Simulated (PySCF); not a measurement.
# InH₂ + InF₂ → 2 InHF

Level: PBE0 in the def2-TZVP basis family, computed in PySCF with density fitting; scalar-relativistic core potentials for atoms from Rb on, none lighter, no spin–orbit coupling; open shells unrestricted.

| species | state and structure | ZPE (kJ/mol) | H(298 K) − H(0) (kJ/mol) | S° (J/(mol K)) |
| --- | --- | --- | --- | --- |
| InH₂ | doublet, C2v, In–H 1.758 Å (×2); H–In–H 120.7° | 23.5 | 10.3 | 234.4 |
| InF₂ | doublet, C2v, In–F 1.957 Å (×2); F–In–F 116.5° | 7.5 | 12.7 | 291.0 |
| InHF | doublet, Cs, In–F 1.970 Å, In–H 1.779 Å; F–In–H 113.7° | 14.8 | 11.2 | 269.4 |

Question: Is the gas-phase reaction uphill or downhill in electronic energy at this level, and by how much?

Answer: At PBE0/def2-TZVP, ΔE = -29.3 kJ/mol, downhill. The bond energies do not simply add up: the mixed species is favoured.

Question: Add zero-point, thermal and entropy terms for 298.15 K and 1 bar.

Answer: ΔZPE = -1.4 and Δ[H(298) − H(0)] = -0.6 kJ/mol give ΔH° = -31.3 kJ/mol. ΔS° = 13.4 J/(mol K), so ΔG° = -31.3 − 298.15 × (0.0134) = -35 kJ/mol and log₁₀K = 6.2.

The structures come from searches over a few start shapes, so lower isomers are not excluded.
